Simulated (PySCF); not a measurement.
Stepwise substitution at one centre (Ga SiH3-H). All species are isolated molecules in the gas phase. Strings in code marks are SMILES.

The HOMO from two functionals at the same geometries (PBE0-D3(BJ)/def2-TZVP), both in PySCF: PBE-D3(BJ)/def2-TZVP and PBE0-D3(BJ)/def2-TZVP. 

```
species                                          PBE-D3(BJ)/def2-TZVP (eV)  PBE0-D3(BJ)/def2-TZVP (eV)
-----------------------------------------------  -------------------------  --------------------------
0 of 3 SiH3 replaced by H                                            -6.28                       -7.27
1 of 3 SiH3 replaced by H (`[SiH3][GaH][SiH3]`)                      -6.29                       -7.28
2 of 3 SiH3 replaced by H                                            -6.58                       -7.64
3 of 3 SiH3 replaced by H (`[GaH3]`)                                 -7.35                       -8.59
```

Over these rows, drawn at random from the members with no instability flagged (it was tested for open shells, ions and some series alone), PBE minus PBE0-D3(BJ): mean +1.07 eV, from +0.99 eV to +1.25 eV.
